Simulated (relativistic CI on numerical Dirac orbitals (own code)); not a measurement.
**Ru+: L-alpha,beta X-ray emission**

Computed with this model: Dirac-Coulomb-Breit CI, separate exchange-only KLI orbitals for each configuration, model QED, valence Slater integrals scaled by 0.8, multiplet model of X-ray emission after core ionisation; configurations [Kr] 4d7 → [He] 2s2 2p5 3s2 3p6 3d10 4s2 4p6 4d7 → [Ar] 3d9 4s2 4p6 4d7; 300 K; Lorentzian 2 eV and Gaussian 0.6 eV FWHM. Energies are those of the free ion, without screening or charge transfer. S is read from ⟨S²⟩ = S(S + 1).

Field parameters in Wybourne normalisation: Oh B⁴₀ = 21Dq, B⁴₄ = √(5/14) B⁴₀. The field is a parameter set, without covalency.

Computed curve for free ion, scaled to 100 at the maximum (points under 2 are left out and the grid is thinned):

Energy (eV), Intensity and a bar:
```
   2549.6        2.1 
   2550.4        2.8 
   2551.2        3.9 #
   2552.0        5.6 #
   2552.8        7.5 ##
   2553.6        9.7 ##
   2554.4       12.2 ###
   2555.2       15.7 ####
   2556.0       19.4 #####
   2556.8       23.9 #######
   2557.4       29.9 #########
   2558.2       47.3 ##############
   2559.0       81.4 #########################
   2559.8       98.7 ##############################
   2560.6       63.1 ###################
   2561.4       31.1 #########
   2562.2       16.6 #####
   2563.0       10.1 ##
   2563.8        6.7 #
   2564.6        4.8 #
   2565.4        3.6 
   2566.2        2.8 
   2567.0        2.3 
   2678.0        2.3 
   2678.8        3.3 
   2679.6        5.0 #
   2680.4        8.4 ##
   2681.2       13.7 ####
   2682.0       21.4 ######
   2682.8       29.2 ########
   2683.4       35.1 ##########
   2684.2       36.9 ###########
   2685.0       29.8 #########
   2685.8       24.8 #######
   2686.6       19.6 #####
   2687.4       12.4 ###
   2688.2        7.3 ##
   2689.0        4.6 #
   2689.8        3.1 
   2690.6        2.2
```

The ground state has S = 1.49, and the centroid lies at 2601.76 eV.
